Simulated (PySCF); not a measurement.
Computed XPS line lists of a few unrelated compounds.

Computed, not measured: delta-SCF UKS SCAN, pcX-2 on the ionised atom, pcseg-1 elsewhere, spin-free X2C in PySCF 2.14.0. Geometries: PBE0-D3(BJ)/def2-SVP; isolated species, one conformer each.

Line lists (1s up to Mg, 2p3/2 beyond, nothing for Br or Ge; areas count atoms within a level, one atom standing for each set equivalent by bonding):
1. Li 1s: 64.98 eV
2. C 1s: 290.23 (area 1), 290.37 (area 1) eV; O 1s: 537.12 eV; Si 2p3/2: 107.16 eV
3. C 1s: 289.69 (area 1), 290.05 (area 1), 290.39 (area 1), 290.82 (area 1) eV; P 2p3/2: 136.06 eV

Structures:
A. `C=P/C=C\C`
B. `C=[CH][GeH2][GeH2][O][SiH3]`
C. `[Br][Li]`

Task: Match each list to its structure.

Result: 
- 1 = C: no other candidate has this set of levels. Li 1s: 64.98 lithium bonded to Br.
- 2 = B: no other candidate has this set of levels. C 1s: 290.23 alkene CH carbon, 290.37 terminal =CH2 carbon; O 1s: 537.12 oxygen bonded to Ge and Si; Si 2p3/2: 107.16 oxygen-bound silicon.
- 3 = A: no other candidate has this set of levels. C 1s: 289.69 carbon bonded to P and 2 H, 290.05 alkene CH carbon, 290.39 alkene CH carbon, 290.82 allylic carbon; P 2p3/2: 136.06 phosphorus bonded to 2 C.

Spin–orbit coupling isn't in the SCF: each 2p doublet comes from a relaxed spin-free hole plus a matrix of the shell (mean-field spin–orbit coupling and the ground-state 2p splitting), with 2p3/2 averaged over its two sublevels. 1 of these hole states is spin-contaminated (⟨S²⟩ 0.88, against 0.75; counted from 0.85) and less certain.
